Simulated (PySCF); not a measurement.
Species: (SiH3)2PPF2, F₂H₆P₂Si₂.
SMILES: `FP(F)P([SiH3])[SiH3]`

Torsions of this conformer, `[F:1][P:2]([F:3])[P:4]([SiH3:5])[SiH3:6]`: F1–P2–P4–Si5 -143°.

The closed-shell ground state was solved at several levels (PySCF, density fitting, gas phase, non-relativistic). The structure is a single PBE0-D3(BJ)/def2-SVP conformer in the gas phase; no vibrational or solvent corrections.

```tsv
level	basis functions	total energy (Eh)	HOMO (eV)	LUMO (eV)	gap (eV)	dipole (D)
PBE0/STO-3G	52	-1447.0167	-3.05	4.93	7.98	0.88
PBE0/6-31G*	112	-1464.2606	-7.12	-0.80	6.32	2.00
PBE0/def2-TZVP	246	-1464.4935	-7.24	-1.16	6.08	1.88
PBE0/6-31G	82	-1464.0631	-7.30	-0.94	6.36	3.24
PBE0/6-311+G(2d,p)	230	-1464.4600	-7.32	-1.26	6.06	2.06
```

(1) What might PBE0/def2-SVP (130 basis functions) give for the same quantities?

(2) Over all these levels, which gives the widest orbital gap and which the narrowest?

(3) How much does the basis alone move the frontier levels among the 6 PBE0 rows (the withheld one included)?

(4) How far do the dipole and the HOMO energy spread over the levels?

Answers

(1) Total energy -1463.7873 Eh, HOMO -7.23 eV, LUMO -0.86 eV, gap 6.37 eV, dipole 2.04 D.

(2) PBE0/STO-3G has the widest, 7.98 eV, and PBE0/6-311+G(2d,p) the narrowest, 6.06 eV. From the narrowest to the widest the HOMO moves by +4.27 eV and the LUMO by +6.19 eV.

(3) The HOMO by 4.27 eV and the LUMO by 6.19 eV. By rising basis size (HOMO, LUMO in eV): STO-3G -3.05, 4.93; 6-31G -7.30, -0.94; 6-31G* -7.12, -0.80; def2-SVP -7.23, -0.86; 6-311+G(2d,p) -7.32, -1.26; def2-TZVP -7.24, -1.16.

(4) The dipole runs from 0.88 to 3.24 D (mean 2.02 D) and the HOMO from -7.32 to -3.05 eV.
